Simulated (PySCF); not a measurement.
# What a mistake does to a calculation on GeH6NOSi cation

All numbers below are calculated, not measured. The program is PySCF 2.14.0, an open-source quantum chemistry code, run on an isolated molecule that a program drew, which may never have been made. The molecule is GeH6NOSi cation (charge +1, singlet), drawn as the SMILES string `O[SiH2][NH][GeH2+]`.

Each row is a Hartree-Fock (HF) and frozen-core CCSD(T) single point in the cc-pV(D+d)Z basis, meant for a local HF minimum. Run 1 is clean. Each other run has one planted mistake out of seven kinds, and not every kind appears here: one electron removed, one electron added, multiplicity raised by two, geometry at a saddle point, minimal basis STO-3G, one bond length entered in bohr, all coordinates scaled. The reference is restricted for singlets and unrestricted otherwise, and also for a bond in bohr. Adding or removing an electron swaps singlet and doublet. Electrons count all cores. HOMO and LUMO are orbital energies over both spins, the gradient is its largest component, and the lowest frequency (negative if imaginary) is given only where the gradient is small. Bond lengths are over the 9 bonds as drawn. T1 is the CCSD diagnostic: over 0.02 (restricted) or 0.045 (unrestricted) a single reference is doubtful. Germanium has the cc-pVDZ-PP basis, with a core potential (ECP10MDF) in place of its 10 inner electrons, and its 3s, 3p and 3d shells are frozen in CCSD(T).

Geometry of the clean run:
```xyz
10
GeH6NOSi cation, angstrom
O     1.1808    0.2429   -1.0621
Si    0.6296   -1.1763   -0.4621
N    -1.0364   -0.6512   -0.0630
Ge   -1.7270    0.9253   -0.2953
H     2.0619    0.3643   -1.3895
H     0.5520   -2.2544   -1.4522
H     1.2921   -1.6002    0.7747
H    -1.6548   -1.3387    0.3418
H    -3.1644    1.0976    0.1292
H    -0.9099    2.0343   -0.8888
```

| run | electrons | basis functions | <S^2> | HOMO (eV) | LUMO (eV) | gradient (hartree/bohr) | lowest frequency (cm^-1) | mean bond (Å) | longest bond (Å) | T1 | HF (hartree) | CCSD(T) (hartree) | mistake |
|---|---|---|---|---|---|---|---|---|---|---|---|---|---|
| 1 | 66 | 104 | 0.000 | -16.26 | -4.35 | 2.9e-05 | 73 | 1.4514 | 1.792 | 0.0173 | -714.94815 | -715.53978 | no fault |
| 2 | 65 | 104 | 0.763 | -21.80 | -13.25 | 1.1e-01 | - | 1.4514 | 1.792 | 0.0986 | -714.40970 | -714.96929 | one electron removed |
| 3 | 66 | 104 | 2.031 | -12.13 | -6.41 | 1.4e-01 | - | 1.4514 | 1.792 | 0.0193 | -714.82773 | -715.38406 | multiplicity raised by two |
| 4 | 67 | 104 | 0.767 | -5.77 | 3.11 | 6.6e-02 | - | 1.4514 | 1.792 | 0.0132 | -715.13352 | -715.73346 | one electron added |
| 5 | 66 | 104 | 0.000 | -15.98 | -4.45 | 3.9e-02 | - | 1.5167 | 1.873 | 0.0203 | -714.92855 | -715.53183 | ? |

**Which mistake was planted in run 5, and what did it cost?**

The mean and the longest bond both change by the same factor, 1.045, and the gradient is no longer small. So the mistake is: all coordinates scaled. Subtracting run 1 and multiplying by 627.51 kcal/mol a hartree, the energy moved by 12.3 kcal/mol in HF and 5.0 kcal/mol in CCSD(T).

Cautions from the logs. Run 2: T1 is over the limit, so its CCSD(T) energy is less reliable; run 5: T1 is over the limit, so its CCSD(T) energy is less reliable.
